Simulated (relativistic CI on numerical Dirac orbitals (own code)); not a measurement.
Method of calculation: Dirac-Coulomb-Breit CI, separate exchange-only KLI orbitals for each configuration, model QED (radiative potential, 1s self-energy scaled to tabulated hydrogen-like ionisation energies), unscaled Slater integrals (own radial code, finite nucleus).

The strongest absorption lines from the ground level of an ion, among the configurations computed and to levels below about 772 eV (vacuum wavelength in nm, gf): 2.5942 (0.005), 2.6250 (0.016), 2.7262 (0.006), 2.7398 (0.0044), 2.8713 (0.0053), 3.1454 (0.64).

Task: Which ion is it?
A. Hf50+
B. Er46+
C. Hf48+
D. Os54+

Result: A. Hf50+ has 22 electrons and the ground level 3s²3p⁶3d⁴ ³P0; the strongest line goes to 3s²3p⁵3d⁵ ³D°1. The pattern of lines fixes the number of electrons, and along that sequence the line energies rise steadily with the charge (about as its square where n changes within one kind of shell, about linearly where n is kept but much faster in heavy ions where fine structure, which grows about as Z⁴, sets the gap, and irregularly where shells cross), which fixes Z. Configurations outside the model, such as inner-shell arrays, can give stronger lines. At this charge energies of transitions that change n are usually good to better than 1 %, and those within a shell (Δn = 0) to a few per cent.

LS names give the leading component of a level, which can be under half, so a name can repeat, a term be missing and a line seem to break the LS rules.
